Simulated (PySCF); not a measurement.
B(OH)2(OMe) (CH5BO3), SMILES COB(O)O. Atoms are numbered in the order given.

```xyz
10

B      0.0414     0.5113     0.0000
O      0.8030     1.6505     0.0000
H      0.3050     2.4736     0.0000
O     -1.3345     0.4870     0.0000
H     -1.7635     1.3484     0.0000
O      0.7158    -0.6670     0.0000
C      0.0342    -1.9008     0.0000
H     -0.6065    -2.0156     0.8915
H      0.7840    -2.7061     0.0000
H     -0.6065    -2.0156    -0.8915
```
Charge 0, spin multiplicity 1.

The structure is a stationary point at B3LYP-D3(BJ)/def2-SVP. One conformer was computed; it need not be the lowest.

All values below come from PBE/pcSseg-1 (PySCF).

GIAO shieldings, no solvent; atoms listed in one row are averaged. δ = σ(ref) − σ: ¹¹B against BF3 (σ = 83.9 ppm); ¹⁷O against H2O (σ = 334.3 ppm); ¹H against TMS (σ = 31.49 ppm); ¹³C against TMS (σ = 182.0 ppm), references at their B3LYP-D3(BJ)/def2-TZVP geometries, non-relativistic.

Problem. Estimate the chemical shifts. (An estimate is asked for; the answer gives what the named calculation found.)

Solution. 
| nucleus | atoms | count | δ (ppm) |
|---|---|---|---|
| ¹¹B | B1 | 1 | 5.9 |
| ¹⁷O | O4 | 1 | 95.0 |
| ¹⁷O | O2 | 1 | 93.2 |
| ¹⁷O | O6 | 1 | 72.3 |
| ¹H | H8, H9, H10 | 3 | 3.97 |
| ¹H | H5 | 1 | 2.32 |
| ¹H | H3 | 1 | 2.24 |
| ¹³C | C7 | 1 | 56.8 |
